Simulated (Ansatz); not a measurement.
`[OH+]1[InH2-][OH+][InH2-]1` at its PBE0-D4/def2-TZVP geometry, where that method's forces vanish. The species carries charge 0 and has multiplicity 1. In takes the def2 core potential.

```xyz
10

O     1.3554    0.2381   -0.0614
In   -0.2476    1.0909   -1.2400
O    -1.3550   -0.2398    0.0597
In    0.2477   -1.0899    1.2409
H     2.0438   -0.1898   -0.5748
H    -0.1001    0.3672   -2.7844
H    -0.5873    2.6658   -0.6615
H    -2.0459    0.1858    0.5718
H     0.1004   -0.3624    2.7835
H     0.5886   -2.6659    0.6662
```

Q: What forces (eV/Å) does B3LYP-D4/def2-TZVPP give on these atoms in the Gaussian-basis code of Ansatz? (An estimate is asked.)

A: The calculation gave: 
```
O1   0.192  0.031 -0.010
In2 -0.043  0.196 -0.224
O3  -0.192 -0.031  0.011
In4  0.045 -0.196  0.223
H5   0.047  0.003 -0.007
H6  -0.001 -0.024 -0.039
H7  -0.004  0.042  0.019
H8  -0.047 -0.003  0.007
H9   0.000  0.024  0.039
H10  0.004 -0.042 -0.019
```

B3LYP here is the variant with VWN-RPA as its local correlation; programs differ in this.
